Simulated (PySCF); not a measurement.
# Computed records: CH3Al, CH5Al2, CH4AlBN, AlCl2H2 and others

Calculation on a computer-drawn molecule: the log of a Hartree-Fock and frozen-core CCSD(T) single point meant for a local Hartree-Fock minimum, with one planted fault or none, to be diagnosed. Offsets are logged minus clean, where the clean run is the same molecule without the fault. The reference is restricted for singlets and unrestricted otherwise, and also for a bond in bohr or an excited solution. Adding or removing an electron swaps singlet and doublet. The excited solution moves the top pair (singlet) or top alpha electron (doublet) to the lowest empty orbital. Highest occupied and lowest empty are orbital energies over both spins, largest force is the largest gradient component, triples share is (T) over the correlation energy, the T1 limit is 0.02 restricted and 0.045 unrestricted, electrons count all cores, a negative frequency is imaginary (commonest isotopes), and the dipole is about the centre of nuclear charge. Program: PySCF 2.14.0.

Common to all runs: logged SCF converged yes; logged CC converged yes; logged SCF stable within its kind yes; possible faults no fault, one electron removed, one electron added, multiplicity raised by two, geometry at a saddle point, SCF held on an excited solution, minimal basis STO-3G, one bond length entered in bohr, all coordinates scaled.

(1) 
```xyz
5
formula=CH3Al meant_charge=0 meant_multiplicity=1 meant_basis=cc-pV(D+d)Z logged_electrons=22 logged_basis_functions=52 logged_spin_squared=0 logged_highest_occupied=-7.5575 logged_lowest_empty=1.2997 logged_largest_force=1.041e-05 logged_lowest_frequency=499.26 logged_T1_diagnostic=0.01091 logged_D1_diagnostic=0.02731 logged_triples_share=0.025446 logged_dipole_magnitude=0.87173 logged_energy_HF=-281.50563 logged_energy_CCSD(T)=-281.74217 planted_fault=no_fault HF_energy_offset_from_clean_run=0 CCSD(T)_energy_offset_from_clean_run=0
C     -1.5392    -1.1305     2.1835
Al    -2.4005    -2.8741     2.6646
H     -2.0818    -0.2744     2.6104
H     -0.5041    -1.0701     2.5503
H     -1.5037    -0.9781     1.0949
```

Units: logged_highest_occupied, logged_lowest_empty in eV; logged_largest_force in hartree/bohr; logged_lowest_frequency in cm⁻¹; logged_dipole_magnitude in debye; logged_energy_HF, logged_energy_CCSD(T) in hartree; HF_energy_offset_from_clean_run, CCSD(T)_energy_offset_from_clean_run in kcal/mol.

Drawn bonds:
```
atom  other atom  order
   1           2      1
   1           3      1
   1           4      1
   1           5      1
```

(2) 
```xyz
5
formula=CH3Al meant_charge=0 meant_multiplicity=1 meant_basis=cc-pV(D+d)Z logged_electrons=22 logged_basis_functions=17 logged_spin_squared=0 logged_highest_occupied=-3.9444 logged_lowest_empty=9.8748 logged_largest_force=0.012829 logged_T1_diagnostic=0.0071598 logged_D1_diagnostic=0.02186 logged_triples_share=0.0048706 logged_dipole_magnitude=1.6754 logged_energy_HF=-278.11078 logged_energy_CCSD(T)=-278.21799 planted_fault=minimal_basis_STO-3G HF_energy_offset_from_clean_run=2130 CCSD(T)_energy_offset_from_clean_run=2211
C     -1.5392    -1.1305     2.1835
Al    -2.4005    -2.8741     2.6646
H     -2.0818    -0.2744     2.6104
H     -0.5041    -1.0701     2.5503
H     -1.5037    -0.9781     1.0949
```

Units: logged_highest_occupied, logged_lowest_empty in eV; logged_largest_force in hartree/bohr; logged_dipole_magnitude in debye; logged_energy_HF, logged_energy_CCSD(T) in hartree; HF_energy_offset_from_clean_run, CCSD(T)_energy_offset_from_clean_run in kcal/mol.

Drawn bonds:
```
atom  other atom  order
   1           2      1
   1           3      1
   1           4      1
   1           5      1
```

(3) 
```xyz
8
formula=CH5Al2 meant_charge=0 meant_multiplicity=2 meant_basis=cc-pV(D+d)Z logged_electrons=38 logged_basis_functions=85 logged_spin_squared=0 logged_highest_occupied=-0.37849 logged_lowest_empty=5.666 logged_largest_force=0.021218 logged_T1_diagnostic=0.021852 logged_D1_diagnostic=0.073443 logged_triples_share=0.033307 logged_dipole_magnitude=3.4987 logged_energy_HF=-524.56349 logged_energy_CCSD(T)=-524.91744 planted_fault=one_electron_added HF_energy_offset_from_clean_run=8.063 CCSD(T)_energy_offset_from_clean_run=-15.89
C     -0.7143    -2.0506     1.4920
Al     0.6261    -1.3145     0.2325
Al     2.1745     0.7715     0.3672
H     -1.2003    -2.9591     1.1255
H     -0.2450    -2.2851     2.4558
H     -1.4967    -1.3084     1.6944
H      1.7528     2.1376    -0.3269
H      3.6833     0.6293     0.8457
```

Units: logged_highest_occupied, logged_lowest_empty in eV; logged_largest_force in hartree/bohr; logged_dipole_magnitude in debye; logged_energy_HF, logged_energy_CCSD(T) in hartree; HF_energy_offset_from_clean_run, CCSD(T)_energy_offset_from_clean_run in kcal/mol.

Drawn bonds:
```
atom  other atom  order
   1           2      1
   2           3      1
   1           4      1
   1           5      1
   1           6      1
   3           7      1
   3           8      1
```

Notes: T1 above single-reference limit.

(4) 
```xyz
8
formula=CH5Al2 meant_charge=0 meant_multiplicity=2 meant_basis=cc-pV(D+d)Z logged_electrons=37 logged_basis_functions=85 logged_spin_squared=0.7969 logged_highest_occupied=-6.9513 logged_lowest_empty=0.71665 logged_largest_force=9.748e-06 logged_lowest_frequency=71.296 logged_T1_diagnostic=0.021146 logged_D1_diagnostic=0.079117 logged_triples_share=0.02666 logged_dipole_magnitude=1.5335 logged_energy_HF=-524.57634 logged_energy_CCSD(T)=-524.89211 planted_fault=no_fault HF_energy_offset_from_clean_run=0 CCSD(T)_energy_offset_from_clean_run=0
C     -0.7143    -2.0506     1.4920
Al     0.6261    -1.3145     0.2325
Al     2.1745     0.7715     0.3672
H     -1.2003    -2.9591     1.1255
H     -0.2450    -2.2851     2.4558
H     -1.4967    -1.3084     1.6944
H      1.7528     2.1376    -0.3269
H      3.6833     0.6293     0.8457
```

Units: logged_highest_occupied, logged_lowest_empty in eV; logged_largest_force in hartree/bohr; logged_lowest_frequency in cm⁻¹; logged_dipole_magnitude in debye; logged_energy_HF, logged_energy_CCSD(T) in hartree; HF_energy_offset_from_clean_run, CCSD(T)_energy_offset_from_clean_run in kcal/mol.

Drawn bonds:
```
atom  other atom  order
   1           2      1
   2           3      1
   1           4      1
   1           5      1
   1           6      1
   3           7      1
   3           8      1
```

(5) 
```xyz
8
formula=CH4AlBN meant_charge=0 meant_multiplicity=2 meant_basis=cc-pV(D+d)Z logged_electrons=35 logged_basis_functions=85 logged_spin_squared=1.5719 logged_highest_occupied=-7.995 logged_lowest_empty=0.67665 logged_largest_force=0.065871 logged_T1_diagnostic=0.068104 logged_D1_diagnostic=0.29521 logged_triples_share=0.044265 logged_dipole_magnitude=1.0993 logged_energy_HF=-361.06717 logged_energy_CCSD(T)=-361.55811 planted_fault=one_bond_length_entered_in_bohr,row_7_of_the_drawn_bonds HF_energy_offset_from_clean_run=107.9 CCSD(T)_energy_offset_from_clean_run=104.2
C     -0.3809    -0.1485     0.4764
Al     1.4108    -0.0194     1.2947
B      1.5643    -0.0333     3.4233
N      1.7003    -0.0382     4.6497
H     -0.3697    -0.1342    -0.6162
H     -1.0111     0.6808     0.8215
H     -0.8735    -1.0741     0.7999
H      1.8973    -0.0463     6.5019
```

Units: logged_highest_occupied, logged_lowest_empty in eV; logged_largest_force in hartree/bohr; logged_dipole_magnitude in debye; logged_energy_HF, logged_energy_CCSD(T) in hartree; HF_energy_offset_from_clean_run, CCSD(T)_energy_offset_from_clean_run in kcal/mol.

Drawn bonds:
```
atom  other atom  order
   1           2      1
   2           3      1
   3           4      2
   1           5      1
   1           6      1
   1           7      1
   4           8      1
```

Notes: T1 above single-reference limit.

(6) 
```xyz
5
formula=AlCl2H2 meant_charge=-1 meant_multiplicity=1 meant_basis=aug-cc-pV(D+d)Z logged_electrons=50 logged_basis_functions=114 logged_spin_squared=0 logged_highest_occupied=-6.0127 logged_lowest_empty=3.4173 logged_largest_force=0.0269 logged_T1_diagnostic=0.0078582 logged_D1_diagnostic=0.01572 logged_triples_share=0.0256 logged_dipole_magnitude=1.0235 logged_energy_HF=-1162.29397 logged_energy_CCSD(T)=-1162.7363 planted_fault=all_coordinates_scaled,by_-5.0_% HF_energy_offset_from_clean_run=6.127 CCSD(T)_energy_offset_from_clean_run=6.469
Cl    -0.9360    -1.9815     1.4157
Al     0.0081    -0.1194     0.9923
Cl    -1.5066     1.2553     0.3969
H      0.9572    -0.3205    -0.1784
H      0.6438     0.3960     2.2736
```

Units: logged_highest_occupied, logged_lowest_empty in eV; logged_largest_force in hartree/bohr; logged_dipole_magnitude in debye; logged_energy_HF, logged_energy_CCSD(T) in hartree; HF_energy_offset_from_clean_run, CCSD(T)_energy_offset_from_clean_run in kcal/mol.

Drawn bonds:
```
atom  other atom  order
   1           2      1
   2           3      1
   2           4      1
   2           5      1
```

(7) 
```xyz
4
formula=AlCl2H meant_charge=0 meant_multiplicity=1 meant_basis=cc-pV(D+d)Z logged_electrons=48 logged_basis_functions=28 logged_spin_squared=0 logged_highest_occupied=-10.271 logged_lowest_empty=6.8132 logged_largest_force=0.038592 logged_T1_diagnostic=0.00823 logged_D1_diagnostic=0.026781 logged_triples_share=0.025642 logged_dipole_magnitude=2.8129 logged_energy_HF=-1148.93302 logged_energy_CCSD(T)=-1148.97788 planted_fault=minimal_basis_STO-3G HF_energy_offset_from_clean_run=7985 CCSD(T)_energy_offset_from_clean_run=8193
Cl    -0.4042    -0.7903     1.6049
Al    -1.7191    -0.3498     0.0329
Cl    -3.5124     0.6390     0.4804
H     -1.3723    -0.7468    -1.4289
```

Units: logged_highest_occupied, logged_lowest_empty in eV; logged_largest_force in hartree/bohr; logged_dipole_magnitude in debye; logged_energy_HF, logged_energy_CCSD(T) in hartree; HF_energy_offset_from_clean_run, CCSD(T)_energy_offset_from_clean_run in kcal/mol.

Drawn bonds:
```
atom  other atom  order
   1           2      1
   2           3      1
   2           4      1
```

(8) 
```xyz
4
formula=AlCl2H meant_charge=0 meant_multiplicity=1 meant_basis=cc-pV(D+d)Z logged_electrons=48 logged_basis_functions=74 logged_spin_squared=2.0044 logged_highest_occupied=-5.91 logged_lowest_empty=-3.8943 logged_largest_force=0.064214 logged_T1_diagnostic=0.047878 logged_D1_diagnostic=0.27944 logged_triples_share=0.031122 logged_dipole_magnitude=4.042 logged_energy_HF=-1161.4218 logged_energy_CCSD(T)=-1161.79305 planted_fault=multiplicity_raised_by_two HF_energy_offset_from_clean_run=148.6 CCSD(T)_energy_offset_from_clean_run=151.5
Cl    -0.4042    -0.7903     1.6049
Al    -1.7191    -0.3498     0.0329
Cl    -3.5124     0.6390     0.4804
H     -1.3723    -0.7468    -1.4289
```

Units: logged_highest_occupied, logged_lowest_empty in eV; logged_largest_force in hartree/bohr; logged_dipole_magnitude in debye; logged_energy_HF, logged_energy_CCSD(T) in hartree; HF_energy_offset_from_clean_run, CCSD(T)_energy_offset_from_clean_run in kcal/mol.

Drawn bonds:
```
atom  other atom  order
   1           2      1
   2           3      1
   2           4      1
```

Notes: T1 above single-reference limit.
